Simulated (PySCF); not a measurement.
Spectrum to structure. The calculation used TDDFT wB97X-D/def2-SVPD, vertical, gas phase, core orbitals frozen in the response (PySCF). Geometries: PBE0-D3(BJ)/def2-SVP, one conformer each.

```tsv
state	E (eV)	f
S1	5.76	0.0026
S2	5.99	0.064
S3	6.06	0.0026
S4	6.51	0.011
S5	6.65	0.012
S6	6.69	0.0083
S7	6.80	0.0094
S8	6.91	0.113
S9	7.02	0.255
S10	7.10	0.273
```

Triplets computed (Tamm–Dancoff): 4.88, 5.34, 5.34, 5.79 eV.

Question: Which structure fits? All have the formula C4H14Si4.
A. `C1CC([SiH]2[SiH2][SiH2][SiH2]2)C1`
B. `CC#C[SiH2][Si@@H]([SiH3])[SiH2]C`
C. `C[Si@@H]1[SiH2][SiH2][Si@@H]1C1CC1`

Answer: B. Its S1, at 5.76 eV, is the highest among the candidates; the nearest of the others has S1 at 4.99 eV. S1 is HOMO→LUMO+2 (28%), HOMO→LUMO+1 (17%). Löwdin shares by element: HOMO carbon 37% or more, silicon 35% or more (atoms not listed hold the other 28%); LUMO silicon 43% or more, carbon 11% or more (atoms not listed hold the other 45%). At the same level the other candidates give, for their lowest levels:
- `C1CC([SiH]2[SiH2][SiH2][SiH2]2)C1`: 4.99 eV (f 0.000); 5.61 eV (f 0.004); 5.70 eV (f 0.006); 6.16 eV (f 0.013); 6.27 eV (f 0.016); T1 4.73 eV; HOMO -8.92, LUMO 0.73 eV
- `C[Si@@H]1[SiH2][SiH2][Si@@H]1C1CC1`: 4.94 eV (f 0.001); 5.60 eV (f 0.007); 5.70 eV (f 0.012); 6.10 eV (f 0.068); 6.32 eV (f 0.125); T1 4.67 eV; HOMO -8.69, LUMO 0.84 eV

Shape of the structure used: `[CH3:1][C:2]#[C:3][SiH2:4][Si@@H:5]([SiH3:6])[SiH2:7][CH3:8]`: C3–Si4–Si5–Si6 -176°, Si4–Si5–Si7–C8 62°.
